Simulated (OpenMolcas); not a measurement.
# Au3+: moving or changing the point charges

Au3+ among 5 point charges of -2 e arranged as a square pyramid (C4v), 1.85 Å from the ion, with the axial distance 1.998 Å.

* Program: OpenMolcas 26.06
* Method: CASSCF
* Basis: ANO-RCC-VDZP [7s6p4d2f]
* Scalar Hamiltonian: DKH2, point nucleus
* Active space: 8 electrons in 5 orbitals (5d)
* State averaging: 2S+1 = 3 even, 10 roots; 2S+1 = 1 even, 15 roots
* Spin-orbit coupling: RASSI with atomic mean-field integrals over the reference wave functions

Runs around this geometry, states. Energies in cm-1 above the lowest state or level, χT in cm3 K/mol.

```
R (Å)  q (e)  Axial / equatorial distance  Ground state  First state of that spin  First gap with spin-orbit (degeneracies)  χT at 300 K  First state of another spin
 1.85     -2                         0.99      2S+1 = 1                      9481                               2329 (1, 1)        0.167              2S+1 = 3: 389.9
 1.85   -1.3                         1.08      2S+1 = 3                      1812                              136.5 (1, 2)        2.457               2S+1 = 1: 5960
 1.85     -2                         1.08      2S+1 = 1                      9444                               3026 (1, 1)        0.123              2S+1 = 3: 452.7
 2.07     -2                         1.08      2S+1 = 3                     337.8                              664.0 (1, 1)        1.728               2S+1 = 1: 3987
```

The ground state changes within this set.

Without dynamic correlation the repulsion within the d shell is too large (B by tens of per cent), so at a given field states of lower spin stand too high. Real 4d8 and 5d8 ions are as a rule square planar and diamagnetic. Spin-orbit coupling mixes the spin-free states strongly: the lowest level takes only 45 % from its leading state, 2S+1 = 1 (figures for R = 1.85, q = -2, ratio = 0.99; the like holds for R = 1.85, q = -2, ratio = 1.08). This shell can be high or low spin here, a state of another spin lies low, and with metal d orbitals alone active their balance is uncertain, so the ground spin may be wrong, although the usual error favours high spin (holds for R = 1.85, q = -2, ratio = 0.99; R = 1.85, q = -2, ratio = 1.08). This shell can be high or low spin here, a state of another spin lies low, and with metal d orbitals alone active their balance is uncertain, so the ground spin may be wrong (holds for R = 1.85, q = -1.3, ratio = 1.08; R = 2.07, q = -2, ratio = 1.08). Point charges give a weaker field than real ligands, and real ions of this kind are as a rule low spin; the high spin found here belongs to the model (holds for R = 1.85, q = -1.3, ratio = 1.08; R = 2.07, q = -2, ratio = 1.08). An orbital doublet at a regular site is open to a Jahn-Teller distortion, which this geometry leaves out (holds for R = 2.07, q = -2, ratio = 1.08). Point charges carry no covalency, so the field is a model and not that of real ligands. An unlabelled pair can be two single states that coincide in this model. No measured value stands beside these numbers.

A state without a sure symmetry label is named by its multiplicity alone.
